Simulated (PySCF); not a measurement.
PySCF 2.14 output of a UHF calculation on a single atom or ion in aug-cc-pVDZ-PP with ECP28MDF, with a scalar-relativistic core potential:

```
SCF conv_tol = 1e-09
number electrons alpha = 10  beta = 10
cycle= 1 E= -146.057777855622  delta_E= -1.39e-11  |g|= 1.18e-06  |ddm|= 1.33e-05
converged SCF energy = -146.057777855622  <S^2> = -7.1054274e-15  2S+1 = 1
```

The run itself started from symmetry-adapted Hartree-Fock orbitals and held the occupation by maximum overlap, so the iterations belong to that start.

Q: Which element, charge and spin multiplicity is this?

A: Ag⁻ (silver, charge -1), multiplicity 1; the state was [Kr] 4d10 5s2, closed-shell 1S.

Energies and moments cover only the electrons outside the core potential.
